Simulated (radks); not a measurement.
Results of a calculation; reference values are marked as such.
Ionisation of the samarium ion Sm3+, [Xe] 4f5, to Sm4+, [Xe] 4f4, under several functionals. Scalar-relativistic Kohn-Sham, spin-unpolarised, spherical densities, finite nucleus; a radial shooting solver on a logarithmic mesh with Libxc functionals.

functional                                      E(Sm3+) (hartree)  Exc (hartree)  IE (eV)  -e(HOMO) (eV)  <r> HOMO (bohr)  IE error (eV)
exchange-only PBE                                     -10421.6522      -230.8499   40.554         31.047           0.9091         -1.086
OLYP                                                  -10428.8723      -238.2782   42.433         32.801           0.9004         +0.793
exchange-only LDA                                     -10411.7996      -220.9535   40.492         30.981           0.9086         -1.148
BP86                                                  -10426.5501      -235.8019   42.094         32.527           0.9051         +0.454
LDA (Slater exchange, Perdew-Wang correlation)        -10417.7883      -227.0075   42.335         32.757           0.9043         +0.695
TASK exchange with Perdew-Wang LDA correlation        -10424.3653      -232.6895   41.279         31.584           0.8961         -0.361
PW91                                                  -10426.2678      -235.5206   42.087         32.519           0.9054         +0.447
exchange-only B88                                     -10422.6906      -231.8991   40.580         31.064           0.9085         -1.060

NIST Atomic Spectra Database: 41.6 eV (semi-empirical). Closest: TASK exchange with Perdew-Wang LDA correlation. The Delta-SCF values span 1.94 eV, the total energies 17.07 hartree. The highest occupied level is 4f. Spin polarisation and multiplet splitting are left out, so open shells lie too high by an amount that depends on their filling. Spin-orbit splitting is averaged out at the scalar-relativistic level.

Beside tabulated values, note that spin-unpolarised runs miss the spin-polarisation part of the exchange energy of open shells.
